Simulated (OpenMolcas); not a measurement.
# Which level was it?

CHClGeNO has 6 atoms, charge 0, and is taken as a doublet. SMILES: `O=C=[N][GeH][Cl]`. The shape is that of a PBE0-D4/def2-TZVP optimisation. This is one conformer, not always the lowest.

```xyz
6

O     0.0241   -1.6171   -2.2451
C    -0.2429   -1.0200   -1.2847
N    -0.5752   -0.4543   -0.2730
Ge   -0.1533    1.0673    0.6511
Cl    1.9469    0.9762    1.1328
H    -0.9577    0.9839    1.9727
```

A calculation with OpenMolcas 26.06 gave:

```yaml
total_energy: -2704.7901 Eh
dipole_moment: 2.21 D
HOMO_energy: -6.91 eV
LUMO_energy: -3.78 eV
⟨S²⟩: 0.753
largest_force: 0.550 eV/Å
```

**Question.** Which of these levels gave the numbers?
A. PBE0/def2-SVP
B. SVWN5/def2-SVP
C. B3LYP/def2-SVP
D. M06-2X/def2-SVP

**Answer.** A. The others give -2699.4510 Eh (SVWN5/def2-SVP), -2705.4426 Eh (B3LYP/def2-SVP), -2705.3182 Eh (M06-2X/def2-SVP).
